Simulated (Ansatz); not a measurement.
`C=C(CC)CC` + `NC([SiH3])S` → `CNC([SiH3])S` + `C=C(C)CC`  (substitution at a C–C bond)

Program: Ansatz. Geometries: PBE0-D4/def2-TZVP. ΔE: electronic, gas phase. CCSD(T)/CBS adds triple-zeta CCSD(T) − MP2 to the extrapolated MP2 energy (def2 sets, frozen cores). DFT in def2-TZVPP. B3LYP here is the variant with VWN-RPA as its local correlation; programs differ in this. Each species was taken in one conformer, which may not be the lowest.

| level | ΔE (kJ/mol) | difference from CCSD(T)/CBS |
| --- | --- | --- |
| PBE-D4 | 21.9 | -4.6 |
| r2SCAN-D4 | 23.9 | -2.6 |
| B3LYP-D4 | 22.2 | -4.3 |
| ωB97M-V | 25.5 | -1.0 |
| PBE | 21.5 | -5.0 |
| r2SCAN | 23.8 | -2.7 |
| PBE0 | 23.5 | -3.0 |
| HF/def2-TZVPP | 24.1 | -2.4 |
| MP2/def2-TZVPP | 27.3 | 0.8 |
| SCS-MP2/def2-TZVPP | 26.0 | -0.5 |
| CCSD/def2-TZVPP | 26.1 | -0.4 |
| CCSD(T)/def2-TZVPP | 25.7 | -0.8 |
| HF/def2-QZVPP | 24.1 | -2.4 |
| MP2/def2-QZVPP | 27.8 | 1.3 |
| SCS-MP2/def2-QZVPP | 26.5 | 0.0 |
| CCSD/CBS(def2) | 26.9 | 0.4 |
| CCSD(T)/CBS | 26.5 | 0 |

Largest T1 diagnostic among the species: 0.011.
